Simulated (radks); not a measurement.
The numbers below are computed, except where a source is named.
Initial-state core-level shifts of neutral samarium when its valence configuration changes from [Xe] 4f6 6s2. Code: a radial shooting solver on a logarithmic mesh with Libxc functionals. Model: scalar-relativistic Kohn-Sham, BLYP, spin-polarised, spherical densities, point nucleus; open shells are filled with parallel spins first (spin-orbit coupling, left out, can overturn this in heavy ions). Shifts are changes of the shell-averaged eigenvalues in eV (positive: less bound).

valence               3s       3p       4d       5s
4f6 5d1 6s1       +1.124   +1.125   +1.195   +1.369
4f5.5 5d1 6s1.5   -3.009   -2.999   -2.572   -0.932
4f6 6s1 6p1       -1.135   -1.135   -1.136   -1.131
4f4 5d2 6s2      -17.114  -17.069  -14.757   -7.020
4f4 6s2 6p2      -24.251  -24.206  -21.875  -13.853
4f2 5d2 6s2 6p2  -46.561  -46.447  -39.803  -21.117
4f6 6p2           -2.280   -2.280   -2.301   -2.341
